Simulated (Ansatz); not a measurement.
Ansatz (a first-principles code) input (LC-wPBE/def2-TZVPD):

Ansatz 0.2 input:
```yaml
crystal:
  periodic: [false, false, false]
  atoms:
    - {symbol: Ge, position_ang: [-0.48126613, -0.17666499, 0.29523770]}
    - {symbol: O, position_ang: [-1.34904094, -1.41144638, -0.45843201]}
    - {symbol: Cl, position_ang: [-0.20794353, 1.71496817, -1.03677717]}
    - {symbol: Cl, position_ang: [1.74869903, -0.71821224, 0.69676833]}
basis:
  gaussian:
    orbitals: def2-TZVPD
hamiltonian:
  xc: {name: LC-wPBE}
total_charge: -1
magnetization: {spin_polarized: true, initial_magnetization: 1}
output: {forces: true}
```

Output:

```
Functional definition: LC-wPBE
integrals: 0.17 GiB planned
1117 factors; their error is unknown
integrals: 0.21 GiB planned
333 factors; integrals over basis functions are off by at most 9.0e-5 eV
mean field: 1.41 GiB planned
mean field evaluation 1: about -83595.8485 eV, gradient 3.5e1 eV
mean field evaluation 2: about -83585.4716 eV, gradient 6.6e1 eV
mean field evaluation 4: about -83600.3317 eV, gradient 3.0e0 eV
mean field evaluation 8: about -83600.3773 eV, gradient 1.4e-1 eV
mean field evaluation 16: about -83600.3666 eV, gradient 2.1e-3 eV
mean field -83600.36663868 eV, -3072.2568076076 hartree, gradient 6.9e-5 eV, S^2 0.762446; 0 other end points of the search recorded, 0 dependent functions left out
the calculation of the forces begins
reference -83600.36663869 eV, -3072.2568076079 hartree; 38, 37 occupied and 148, 149 virtual orbitals, 1117 factors
Total energy: -83600.36663869 eV, -3072.2568076079 hartree
Atom 0 at    -0.481266    -0.176665     0.295238 Å, force     0.181117    -0.460213    -0.850374 eV/Å
Atom 1 at    -1.349041    -1.411446    -0.458432 Å, force     0.553996     0.828684     0.537837 eV/Å
Atom 2 at    -0.207944     1.714968    -1.036777 Å, force    -0.068779    -0.555780     0.420979 eV/Å
Atom 3 at     1.748699    -0.718212     0.696768 Å, force    -0.666334     0.187309    -0.108442 eV/Å
Dipole moment:     0.095666     0.359240     0.396247 e Å
```
